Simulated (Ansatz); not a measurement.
**Two structures, one formula**

The two ends of one reaction step of SiNH8OF, singlet (PBE0-D4/def2-TZVP).

A:

```xyz
12
angstrom
Si -0.1279 1.6822 -1.0814
H -1.2977 1.1222 -0.3261
H -0.3831 1.4143 -2.5229
H -0.0907 3.1446 -0.8411
O 1.2828 1.0626 -0.5437
H 0.5450 -1.6123 0.2312
F 1.1906 -1.6364 -0.5224
H -1.0007 -0.5602 1.1245
N -0.4568 -1.3824 1.3668
H 1.4151 0.1039 -0.6477
H 0.0222 -1.1886 2.2384
H -1.0987 -2.1498 1.5244
```

B:

Si1  (0.911, 0.522, -0.683)
H2  (-2.829, 1.135, 0.561)
H3  (-0.257, -0.017, -1.412)
H4  (0.652, 1.260, 0.561)
O5  (1.669, 1.629, -1.633)
H6  (0.411, -1.897, 1.149)
F7  (1.946, -0.682, -0.438)
H8  (-2.182, 0.765, 0.507)
N9  (-0.395, -1.284, 1.103)
H10  (1.860, 1.389, -2.540)
H11  (-0.606, -0.986, 2.048)
H12  (-1.180, -1.835, 0.777)
(Å)

Ansatz 0.2.0; basis: def2-TZVPP; cores frozen in the correlated methods. B3LYP uses VWN-RPA correlation.

Question: Which structure is lower at CCSD(T), and by how much? (Judge from chemistry; the value comes from the calculation.)

Answer: The calculation gives: B, by 67.9 kJ/mol (electronic energy, against the other). By their contacts, A is a complex of SiH₄O ([OH][SiH3]) + NH₃ + HF and B is a complex of SiH₃OF ([OH][SiH2][F]) + NH₃ + H₂.

All methods give the same order:

| method | E(B) − E(A) (kJ/mol) |
| --- | --- |
| SPW92 | -26.4 |
| PBE-D4 | -47.9 |
| BLYP-D4 | -60.1 |
| r2SCAN-D4 | -63.8 |
| B97M-V | -70.3 |
| PBE0-D4 | -52.8 |
| B3LYP-D4 | -62.0 |
| r2SCAN0-D4 | -64.6 |
| BHLYP-D4 | -68.8 |
| CAM-B3LYP-D4 | -60.7 |
| wB97X-V | -65.6 |
| wB97M-V | -70.5 |
| B2PLYP | -65.3 |
| PBE-QIDH | -61.7 |
| RPA on PBE | -68.5 |
| HF | -85.8 |
| MP2 | -70.4 |
| CCSD | -70.2 |
| CCSD(T) | -67.9 |

The T1 diagnostic stays at or below 0.011.

Labels in which every atom is bracketed show which atoms are joined, not bond orders.

For scale, one of the runs: CCSD(T)/def2-TZVPP, 247 basis functions, launched by `ansatz run in.yaml --threads 4 --pin off --events-out ev --progress --plain --max-ram 9574MiB`. The run took 110 s on 4 CPU threads of an Arm Neoverse V2 (shared host), with 5.2 GiB of host memory at its peak.
